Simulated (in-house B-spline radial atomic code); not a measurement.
## RPA and G0W0 on CAM-B3LYP: Br⁻

Configuration [Ar] 3d10 4s2 4p6, mean-field start CAM-B3LYP. Computed with an all-electron radial atomic-structure program (B-spline basis): all electrons, scalar-relativistic (spin-free one-electron X2C), finite nucleus, each spin shell either full or empty, empty states to l = 9 with an (l + 1/2)⁻⁴ tail; G0W0 by contour deformation at full frequency.

The anion's configuration is assumed.

Command:
```bash
python run_gw.py task.json out
```
Settings (radii: box in bohr, nucleus in fm):
```
Z                        35
electrons                36
configuration            [Ar] 3d10 4s2 4p6
hamiltonian              x2c
method                   camb3lyp
lmax                     9
rms_radius               4.1629
spin_polarised           False
box_radius               60
intervals                74
```

Cost of the run: 6.1 s on 1 thread of Arm Neoverse N1, with other jobs on the host.

Energies (hartree):

| term | value |
| --- | --- |
| mean-field total | -2606.59405 |
| Hartree-Fock functional on these orbitals | -2604.56667 |
| direct second order | -2.9219 |
| second-order exchange | 0.83975 |
| SOSEX correction | 0.7721 |

Q: What is the RPA correlation energy, and what remains with SOSEX?

A: RPA gives -2.5299 hartree (-1.91 eV per electron); RPA + SOSEX gives -1.7578, and the second-order doubles -2.0822 hartree (no singles). SOSEX takes back 31 % of the RPA value.

Quasi-particle levels (eV):

| level | occupied | mean field | Σx - vxc | Σc | QP weight | G0W0 |
| --- | --- | --- | --- | --- | --- | --- |
| 4p | yes | -2.310 | -1.43 | ? | ? | ? |

G0W0 = mean field + (Σx - vxc) + Σc, with Σc (partial-wave tail included) taken at the quasi-particle energy. Only the outer levels were computed. Levels of low weight are left out.

Q: Where does G0W0 put 4p?

A: At -3.678 eV, with Σc = 0.06 eV and a quasi-particle weight of 0.860. The tabulated removal energy is 3.364 eV (electron affinity of the neutral atom); the calculation leaves out spin-orbit coupling, Breit and QED terms, and what these don't explain is the method's own error.
